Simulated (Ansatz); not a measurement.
Ansatz (a quantum-chemistry and plane-wave program) input file for ReBr4, SMILES [Br][Re]([Br])([Br])[Br] (connectivity only; charge and spin as stated), neutral, multiplicity 4, PBE-D3(BJ)/def2-SVP. 

Ansatz 0.2 input:
```yaml
crystal:
  periodic: [false, false, false]
  atoms:
    - {symbol: Re, position_ang: [-0.00000000, -0.00000000, 0.00000000]}
    - {symbol: Br, position_ang: [-1.23939316, -1.23939316, -1.64163403]}
    - {symbol: Br, position_ang: [-1.23939316, 1.23939316, 1.64163403]}
    - {symbol: Br, position_ang: [1.23939316, -1.23939317, 1.64163403]}
    - {symbol: Br, position_ang: [1.23939316, 1.23939317, -1.64163404]}
basis:
  gaussian:
    orbitals: def2-SVP
hamiltonian:
  xc: pbe
  dispersion: d3bj
magnetization: {spin_polarized: true, initial_magnetization: 3}
relax: {f_tol: 0.002, max_steps: 200}
```

Output:

```
WARN ansatz: RAYON_NUM_THREADS=2 ignored (pool sized by the plan → 2); use --threads N
Functional definition: PBE
integrals: 0.15 GiB planned
1677 factors; their error is unknown
mean field: 0.83 GiB planned
mean field evaluation 1: about -282244.3589 eV, gradient 1.5e1 eV
mean field evaluation 2: about -282236.1879 eV, gradient 4.1e1 eV
mean field evaluation 4: about -282245.2811 eV, gradient 9.4e-1 eV
mean field evaluation 8: about -282245.2868 eV, gradient 7.4e-2 eV
mean field evaluation 16: about -282245.0656 eV, gradient 1.3e-4 eV
mean field evaluation 32: about -282244.2271 eV, gradient 1.6e-2 eV
mean field evaluation 64: about -282244.2245 eV, gradient 1.9e-1 eV
mean field -282245.06564659 eV, -10372.3148499354 hartree, gradient 8.8e-6 eV, S^2 3.767333; 6 other end points of the search recorded, 0 dependent functions left out
the calculation of the forces begins
reference -282245.06569163 eV, -10372.3148515905 hartree; 79, 76 occupied and 81, 84 virtual orbitals, 1677 factors
relax step   1: F+E_penalty+E_count = -282245.34529156 eV  Δ(F+E_penalty+E_count) = +0.000e0 eV  max|allowed force component| = 4.869e-2 eV/Å  Δτ_max = 0.0000 Å  (190 SCF iters, accepted)
these checks for a lower state are left out or cut short: starts, cluster_reference, orbital_swaps, neighbouring_geometries, increment
integrals: 0.15 GiB planned
1677 factors; their error is unknown
mean field: 0.83 GiB planned
mean field -282245.06700242 eV, -10372.3148997611 hartree, gradient 1.2e-5 eV, S^2 3.767995; 0 other end points of the search recorded, 0 dependent functions left out
the calculation of the forces begins
reference -282245.06704748 eV, -10372.3149014172 hartree; 79, 76 occupied and 81, 84 virtual orbitals, 1677 factors
relax step   2: F+E_penalty+E_count = -282245.34534655 eV  Δ(F+E_penalty+E_count) = -5.499e-5 eV  max|allowed force component| = 4.477e-2 eV/Å  Δτ_max = 0.0162 Å  (34 SCF iters, accepted)
these checks for a lower state are left out or cut short: starts, cluster_reference, orbital_swaps, neighbouring_geometries, increment
integrals: 0.15 GiB planned
1677 factors; their error is unknown
mean field: 0.83 GiB planned
mean field -282245.06728162 eV, -10372.3149100218 hartree, gradient 6.0e-6 eV, S^2 3.767687; 0 other end points of the search recorded, 0 dependent functions left out
the calculation of the forces begins
reference -282245.06732668 eV, -10372.3149116774 hartree; 79, 76 occupied and 81, 84 virtual orbitals, 1677 factors
relax step   3: F+E_penalty+E_count = -282245.34622772 eV  Δ(F+E_penalty+E_count) = -8.812e-4 eV  max|allowed force component| = 7.443e-4 eV/Å  Δτ_max = 0.0091 Å  (35 SCF iters, accepted)
integrals: 0.15 GiB planned
1677 factors; their error is unknown
mean field: 0.83 GiB planned
mean field evaluation 96: about -282245.0672 eV, gradient 1.2e-1 eV
mean field evaluation 128: about -282244.2464 eV, gradient 1.3e-4 eV
mean field -282245.06728162 eV, -10372.3149100218 hartree, gradient 8.0e-6 eV, S^2 3.767687; 6 other end points of the search recorded, 0 dependent functions left out
the calculation of the forces begins
reference -282245.06732668 eV, -10372.3149116774 hartree; 79, 76 occupied and 81, 84 virtual orbitals, 1677 factors
Total energy: -282245.34627277 eV, -10372.3251627575 hartree
Atom 0 at    -0.000000    -0.000000    -0.000000 Å, force    -0.000000     0.000000     0.000000 eV/Å
Atom 1 at    -1.244454    -1.244454    -1.641115 Å, force    -0.000168    -0.000168    -0.000744 eV/Å
Atom 2 at    -1.244454     1.244454     1.641115 Å, force    -0.000168     0.000168     0.000744 eV/Å
Atom 3 at     1.244454    -1.244454     1.641115 Å, force     0.000168    -0.000168     0.000744 eV/Å
Atom 4 at     1.244454     1.244454    -1.641115 Å, force     0.000168     0.000168    -0.000744 eV/Å
Dipole moment:    -0.000000     0.000000     0.000000 e Å
```

Self-consistency was reached.
